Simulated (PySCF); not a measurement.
HO, multiplicity 2. Atoms are numbered in the order given.

```xyz
2

O      0.0000     0.0000    -0.1085
H      0.0000     0.0000     0.8683
```
Charge 0, spin multiplicity 2.

Geometry: B3LYP-D3(BJ)/def2-TZVPD.

Computed with PBE0/def2-TZVPD (PySCF).

Mulliken values depend strongly on the basis, most of all with diffuse functions as here. ESP charges are fitted to the potential on shells at 1.4 to 2.0 van der Waals radii. Atomic charges (e):

| atom | Mulliken | meta-Löwdin | ESP fit | Mulliken spin |
|---|---|---|---|---|
| O1 | -0.31 | ? | -0.36 | 1.03 |
| H2 | 0.31 | ? | 0.36 | -0.03 |

**Question.** What belongs in the gaps? (An estimate is asked for; the answer gives what the named calculation found.)

**Answer.** 
- O1, meta-Löwdin: -0.35
- H2, meta-Löwdin: 0.35
